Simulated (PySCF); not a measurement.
CHO (SMILES [CH]=O), doublet, geometry from GFN2-xTB; HF/cc-pVDZ (PySCF).

Here is a job for PySCF.
```python
from pyscf import gto, scf

mol = gto.M(
    atom='''
C     0.05077793    0.58558918    0.01134278
O     0.06582174   -0.59411259   -0.01340927
H    -0.83124157    1.23936563    0.03921745
''',
    basis='cc-pvdz',
    spin=1,
    verbose=4,
    symmetry=True,
)

mf = scf.UHF(mol)
mf.kernel()
mf.analyze()
```

Problem. Predict the main parts of the log of this PySCF run.

Solution. 
```
PySCF version 2.14.0

[INPUT] verbose = 4
[INPUT] num. atoms = 3
[INPUT] num. electrons = 15
[INPUT] charge = 0
[INPUT] spin (= nelec alpha-beta = 2S) = 1
[INPUT] symmetry True subgroup None
[INPUT] Mole.unit = angstrom
[INPUT] Symbol           X                Y                Z      unit          X                Y                Z       unit  Magmom
[...]
nuclear repulsion = 26.48914936267
point group symmetry = Cs
symmetry origin: [-8.81872190e-09 -1.25981749e-09 -3.77945225e-09]
symmetry axis x: [ 0.98097732  0.19375908 -0.01187068]
symmetry axis y: [ 0.19344533 -0.9808293  -0.02351135]
symmetry axis z: [ 0.01619865 -0.02076777  0.99965309]
num. orbitals of irrep A' = 24
num. orbitals of irrep A" = 9
number of shells = 13
number of NR pGTOs = 59
number of NR cGTOs = 33
basis = cc-pvdz
ecp = {}

******** <class 'pyscf.scf.uhf_symm.SymAdaptedUHF'> ********
method = SymAdaptedUHF
initial guess = minao
damping factor = 0
level_shift factor = 0
DIIS = <class 'pyscf.scf.diis.CDIIS'>
diis_start_cycle = 1
diis_space = 8
diis_damp = 0
SCF conv_tol = 1e-09
SCF conv_tol_grad = None
SCF max_cycles = 50
direct_scf = True
direct_scf_tol = 1e-13
number electrons alpha = 8  beta = 7
Freeze 0 electrons in irreps []
    15 free electrons in irreps A' A"
Set gradient conv threshold to 3.16228e-05
init E= -113.349929003489

cycle= 1 E= -113.167365904016  delta_E= 0.183  |g|= 0.427  |ddm|= 1.35
cycle= 2 E= -113.206702810363  delta_E= -0.0393  |g|= 0.366  |ddm|= 0.49
cycle= 3 E= -113.256594230186  delta_E= -0.0499  |g|= 0.0401  |ddm|= 0.213
cycle= 4 E= -113.258078396759  delta_E= -0.00148  |g|= 0.0141  |ddm|= 0.064
cycle= 5 E= -113.258353141459  delta_E= -0.000275  |g|= 0.00516  |ddm|= 0.038
cycle= 6 E= -113.258413987422  delta_E= -6.08e-05  |g|= 0.0027  |ddm|= 0.0163
cycle= 7 E= -113.258436410606  delta_E= -2.24e-05  |g|= 0.00203  |ddm|= 0.00662
cycle= 8 E= -113.258457070655  delta_E= -2.07e-05  |g|= 0.00152  |ddm|= 0.00689
cycle= 9 E= -113.258475054652  delta_E= -1.8e-05  |g|= 0.00102  |ddm|= 0.00843
cycle= 10 E= -113.258485497489  delta_E= -1.04e-05  |g|= 0.000571  |ddm|= 0.00843
cycle= 11 E= -113.258488292997  delta_E= -2.8e-06  |g|= 0.000265  |ddm|= 0.00505
cycle= 12 E= -113.258488678235  delta_E= -3.85e-07  |g|= 0.000123  |ddm|= 0.00159
cycle= 13 E= -113.258488748544  delta_E= -7.03e-08  |g|= 4.59e-05  |ddm|= 0.000626
cycle= 14 E= -113.258488755658  delta_E= -7.11e-09  |g|= 2.08e-05  |ddm|= 0.000195
cycle= 15 E= -113.258488756315  delta_E= -6.57e-10  |g|= 7.52e-06  |ddm|= 5.56e-05
Extra cycle  E= -113.258488756387  delta_E= -7.17e-11  |g|= 5.16e-06  |ddm|= 1.01e-05
converged SCF energy = -113.258488756387  <S^2> = 0.76382919  2S+1 = 2.0137817
**** SCF Summaries ****
Total Energy =                        -113.258488756386896
Nuclear Repulsion Energy =              26.489149362670020
One-electron Energy =                 -206.974060676615181
Two-electron Energy =                   67.226422557558266
Two-electron Coulomb Energy =           80.938408610044391
DFT Exchange-Correlation Energy =      -13.711986052486125
Wave-function symmetry = A'
alpha occupancy for each irrep:     A'   A"
                                     7    1
beta  occupancy for each irrep:     A'   A"
                                     6    1
**** MO energy ****
alpha MO #1 (A' #1), energy= -20.620046813677 occ= 1
alpha MO #2 (A' #2), energy= -11.3563008549766 occ= 1
alpha MO #3 (A' #3), energy= -1.4555622034295 occ= 1
alpha MO #4 (A' #4), energy= -0.861376514940104 occ= 1
alpha MO #5 (A' #5), energy= -0.708957270000606 occ= 1
alpha MO #6 (A' #6), energy= -0.646121378469839 occ= 1
alpha MO #7 (A" #1), energy= -0.566170985365437 occ= 1
alpha MO #8 (A' #7), energy= -0.382442026072911 occ= 1
alpha MO #9 (A" #2), energy= 0.128681509708316 occ= 0
alpha MO #10 (A' #8), energy= 0.205654736268063 occ= 0
alpha MO #11 (A' #9), energy= 0.362823778606948 occ= 0
alpha MO #12 (A' #10), energy= 0.630733566476744 occ= 0
alpha MO #13 (A" #3), energy= 0.662793096114179 occ= 0
alpha MO #14 (A' #11), energy= 0.701666100927741 occ= 0
alpha MO #15 (A' #12), energy= 0.886121169098022 occ= 0
alpha MO #16 (A' #13), energy= 0.94754500362584 occ= 0
alpha MO #17 (A' #14), energy= 1.08253225914626 occ= 0
alpha MO #18 (A" #4), energy= 1.208317439331 occ= 0
alpha MO #19 (A' #15), energy= 1.24411098941316 occ= 0
alpha MO #20 (A" #5), energy= 1.27263119808247 occ= 0
alpha MO #21 (A' #16), energy= 1.32447243997646 occ= 0
alpha MO #22 (A" #6), energy= 1.46532936610336 occ= 0
alpha MO #23 (A' #17), energy= 1.75643509387813 occ= 0
alpha MO #24 (A' #18), energy= 1.82522916492882 occ= 0
alpha MO #25 (A' #19), energy= 1.9620086017765 occ= 0
alpha MO #26 (A" #7), energy= 1.96352828757548 occ= 0
alpha MO #27 (A' #20), energy= 2.46962315064279 occ= 0
alpha MO #28 (A' #21), energy= 2.63318501742915 occ= 0
alpha MO #29 (A" #8), energy= 2.9852025259711 occ= 0
alpha MO #30 (A' #22), energy= 3.03200754287442 occ= 0
alpha MO #31 (A" #9), energy= 3.42649433520702 occ= 0
alpha MO #32 (A' #23), energy= 3.57043351496807 occ= 0
alpha MO #33 (A' #24), energy= 3.84071956021404 occ= 0
beta  MO #1 (A' #1), energy= -20.6083053752515 occ= 1
beta  MO #2 (A' #2), energy= -11.3364031315001 occ= 1
beta  MO #3 (A' #3), energy= -1.42728263446592 occ= 1
beta  MO #4 (A' #4), energy= -0.799564600962009 occ= 1
beta  MO #5 (A' #5), energy= -0.664377432621123 occ= 1
beta  MO #6 (A" #1), energy= -0.568789358021338 occ= 1
beta  MO #7 (A' #6), energy= -0.519534070649881 occ= 1
beta  MO #8 (A' #7), energy= 0.115838861198905 occ= 0
beta  MO #9 (A" #2), energy= 0.154118830886643 occ= 0
beta  MO #10 (A' #8), energy= 0.226783274980348 occ= 0
beta  MO #11 (A' #9), energy= 0.374554296922859 occ= 0
beta  MO #12 (A" #3), energy= 0.685354867482611 occ= 0
beta  MO #13 (A' #10), energy= 0.711660127933638 occ= 0
beta  MO #14 (A' #11), energy= 0.760235809960546 occ= 0
beta  MO #15 (A' #12), energy= 0.915292565779979 occ= 0
beta  MO #16 (A' #13), energy= 0.982811252875559 occ= 0
beta  MO #17 (A' #14), energy= 1.09328241800022 occ= 0
beta  MO #18 (A" #4), energy= 1.24225269979085 occ= 0
beta  MO #19 (A" #5), energy= 1.27188352883775 occ= 0
beta  MO #20 (A' #15), energy= 1.29689457014779 occ= 0
beta  MO #21 (A' #16), energy= 1.38373676827869 occ= 0
beta  MO #22 (A" #6), energy= 1.49805851735606 occ= 0
beta  MO #23 (A' #17), energy= 1.77832095899089 occ= 0
beta  MO #24 (A' #18), energy= 1.8633934418903 occ= 0
beta  MO #25 (A' #19), energy= 1.97233960274214 occ= 0
beta  MO #26 (A" #7), energy= 1.98204555296808 occ= 0
beta  MO #27 (A' #20), energy= 2.50141105420341 occ= 0
beta  MO #28 (A' #21), energy= 2.65445431094517 occ= 0
beta  MO #29 (A" #8), energy= 3.01142725761002 occ= 0
beta  MO #30 (A' #22), energy= 3.05735533012094 occ= 0
beta  MO #31 (A" #9), energy= 3.42919463298543 occ= 0
beta  MO #32 (A' #23), energy= 3.60621623323552 occ= 0
beta  MO #33 (A' #24), energy= 3.85487124762816 occ= 0
 ** Mulliken pop alpha/beta on meta-lowdin orthogonal AOs **
 ** Mulliken pop       alpha | beta **
[...]
In total             8.00000 | 7.00000
 ** Mulliken atomic charges   ( Nelec_alpha | Nelec_beta ) **
charge of  0C =      0.21462  (     3.24846      2.53691 )
charge of  1O =     -0.32040  (     4.25211      4.06829 )
charge of  2H =      0.10578  (     0.49943      0.39479 )
Dipole moment(X, Y, Z, Debye): -0.93515,  1.95033,  0.05567
```
